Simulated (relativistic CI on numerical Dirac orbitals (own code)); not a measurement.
# Electric-dipole lines of As+

Computed by Dirac-Coulomb-Breit CI, separate exchange-only KLI orbitals for each configuration, QED by a radiative potential, valence Slater integrals scaled by 0.85, P86 correlation estimate, and configurations built on the next ion tied to the tabulated ionisation energy (semi-empirical) (own radial code, finite nucleus).

Configurations in the expansion (outside the closed core [Ar] 3d10): 4s²4p², 4s4p³, 4s²4p5s, 4s²4p4d, 4s²4p5p, 4s²4p5d, 4s²4p6s, 4s²4p4f, 4s²4p5f, 4p⁴, 4s²4d², 4s4p²4d, 4s²4p6p, 4s4p²4f, 4s²4p6d, 4s²4p5g, 4s²4f², 4s²4p6f, 4s4p²5s. Levels of other configurations are missing.

| λ vac (nm) | Lower | Upper | A (s⁻¹) | gf | Branching (%) |
| --- | --- | --- | --- | --- | --- |
| 119.11 | 4s²4p² ³P0 [1] | 4s²4p5s ¹P°1 [13] | 2.28e+07 | 1.46e-02 | 2.0 |
| 120.57 | 4s²4p² ³P1 [2] | 4s²4p5s ¹P°1 [13] | 1.81e+07 | 1.18e-02 | 1.6 |
| 122.67 | 4s²4p² ³P2 [3] | 4s²4p5s ¹P°1 [13] | 3.86e+06 | 2.61e-03 | 0.3 |
| 122.81 | 4s²4p² ³P1 [2] | 4s²4p5s ³P°2 [12] | 2.59e+08 | 2.93e-01 | 26.3 |
| 124.71 | 4s²4p² ³P0 [1] | 4s²4p5s ³P°1 [11] | 3.29e+08 | 2.30e-01 | 29.5 |
| 124.99 | 4s²4p² ³P2 [3] | 4s²4p5s ³P°2 [12] | 7.16e+08 | 8.38e-01 | 72.8 |
| 126.31 | 4s²4p² ³P1 [2] | 4s²4p5s ³P°1 [11] | 2.32e+08 | 1.66e-01 | 20.8 |
| 126.98 | 4s²4p² ³P1 [2] | 4s²4p5s ³P°0 [10] | 1.06e+09 | 2.57e-01 | 100.0 |
| 128.62 | 4s²4p² ³P2 [3] | 4s²4p5s ³P°1 [11] | 4.48e+08 | 3.33e-01 | 40.2 |
| 136.66 | 4s²4p² ¹D2 [4] | 4s²4p5s ¹P°1 [13] | 1.00e+09 | 8.42e-01 | 88.7 |
| 139.55 | 4s²4p² ¹D2 [4] | 4s²4p5s ³P°2 [12] | 8.11e+06 | 1.18e-02 | 0.8 |
| 144.09 | 4s²4p² ¹D2 [4] | 4s²4p5s ³P°1 [11] | 1.01e+08 | 9.45e-02 | 9.1 |

Terms are leading LS components. Brackets give the number of a level in order of energy, since labels repeat. The list gives strong lines, with weight on those to low levels, without configurations that were not tied to measured data, without lines whose two gauges differ by over a factor of 2.5, among the lowest 137 of 286 levels, so that lines to higher ones, which can be the strongest, are missing, and without lines across small gaps between configurations, and without 205 lines that miss the measured interval by over 3.5 %, start from a term whose rates miss tabulated ones by over 60 %, have gauges far apart or, lacking measured levels, span too small a gap for the errors found; lines with a level outside our table were not tested and can miss by more. Levels whose partners in the same complex of configurations lie outside the list can be far off, and so can their lines. Rates are taken at the computed energies, electric ones in the length gauge.

Configurations that consist of the next ion and one excited electron were tied to the tabulated ionisation energy; Rydberg ones are usually within 1,000 to 3,000 cm⁻¹ and the lowest ones within about 6,000 (9,000 in d shells), while levels on excited terms of the next ion carry the error of that term, and the other configurations can be misplaced by 10,000 cm⁻¹ or more. Rates follow the energies as ν³ (E1, M1) or ν⁵ (E2), so rates, branching and lifetimes can be off by large factors. The fine structure of a lone outer electron comes out too small, for d and f at times inverted, and misplaced configurations move strength between like terms. 13 of the 16 excited levels that our extract of the measured tables holds in this range could be paired (the sources list more); they are missed by 2351 cm⁻¹ on average and 19585 at most, and levels without a partner can miss by more.

LS names give the leading component of a level, which can be under half, so a name can repeat, a term be missing and a line seem to break the LS rules.
